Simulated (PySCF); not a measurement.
# Trend along the second period: MO molecules

CCSD(T) with double-zeta basis sets in PySCF, for the lowest determinant that a PBE0 search found; no spin–orbit coupling. De refers to high-spin ground-configuration atoms.

```
 M          basis  reference, frozen orbitals  state (unpaired electrons)  Re (Å)  ωe (cm⁻¹)  De (eV)
Li       def2-SVP                      UHF, 1               doublet (π ↑)   1.680        852     2.93
Be     x2c-SVPall                      RHF, 1      singlet (closed shell)   1.370       1374     3.45
 B        cc-pVDZ                     ROHF, 2               doublet (σ ↑)   1.220       1838     7.67
 C  jorge-DZP-DKH                      RHF, 2      singlet (closed shell)   1.149       2139    10.36
 N     6-31G(d,p)                     ROHF, 2               doublet (π ↑)   1.173       1896     5.67
 O       def2-SVP                      UHF, 2              triplet (π ↑↑)   1.206       1642     4.71
 F       def2-SVP                      UHF, 2               doublet (π ↑)   1.358       1035     1.77
```

The shortest bond is that of CO (1.149 Å), the longest that of LiO (1.680 Å). CO is bound most strongly (10.36 eV) and OF least (1.77 eV).

The rows differ in basis set, which adds steps of its own.

The state changes along the series, so neighbouring rows are not always alike in their bonding.

Correlated steps freeze the inner cores (1 to 2 orbitals); shallow outer-core shells are correlated. UHF and ROHF references stand side by side, which adds small steps between rows. Correlated levels converge slowly with the basis: in double zeta they bind strong bonds too weakly, by up to about 1 eV, and carry superposition errors of some tenths. Where the molecule has an RHF reference, its open-shell atoms are computed with UHF. The CCSD T1 diagnostic is raised in BeO, CO, a sign that a single reference may not be enough there. States were picked by a PBE0 search and need not be the measured ground states.
